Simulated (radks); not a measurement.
The numbers below are computed, except where a source is named.
Task: Pt2+, 76 electrons, occupied as [Kr] 4d10 4f14 5s1.75 5p6 5d8 6p0.25 (fractional occupations, a model configuration). Code: a radial shooting solver on a logarithmic mesh with Libxc functionals. Model: scalar-relativistic Kohn-Sham, RPBE, spin-unpolarised, spherical densities, point nucleus. Some entries of the table are withheld. Estimate them.

| orbital | occ. | eigenvalue (hartree) | <1/r> (bohr^-1) | <r> (bohr) |
|---|---|---|---|---|
| 1s | 2 | -2883.556 | 94.03 | 0.01714 |
| 2s | 2 | (1) | 22.03 | 0.07234 |
| 2p | 6 | -439.6368 | 19.66 | 0.06523 |
| 3s | 2 | -119.8127 | 8.166 | 0.1871 |
| 3p | 6 | -100.1219 | 7.465 | 0.1882 |
| 3d | 10 | -78.80137 | 7.031 | 0.1704 |
| 4s | 2 | -26.42342 | 3.493 | 0.4150 |
| 4p | 6 | -19.96777 | 3.157 | 0.4419 |
| 4d | 10 | -12.13457 | 2.826 | (2) |
| 5s | 1.75 | -4.58011 | 1.421 | 0.9501 |
| 4f | 14 | (3) | 2.391 | 0.5155 |
| 5p | 6 | -2.88689 | 1.207 | (4) |
| 5d | 8 | -0.99655 | 0.8507 | 1.533 |
| 6s | 0 | -0.83177 | 0.5130 | 2.481 |
| 6p | 0.25 | -0.54363 | 0.3925 | 3.188 |
| 6d | 0 | -0.27579 | 0.2537 | 4.927 |

Result: 
(1) 2s eigenvalue (hartree): -507.2687
(2) 4d <r> (bohr): 0.4681
(3) 4f eigenvalue (hartree): -3.43037
(4) 5p <r> (bohr): 1.096
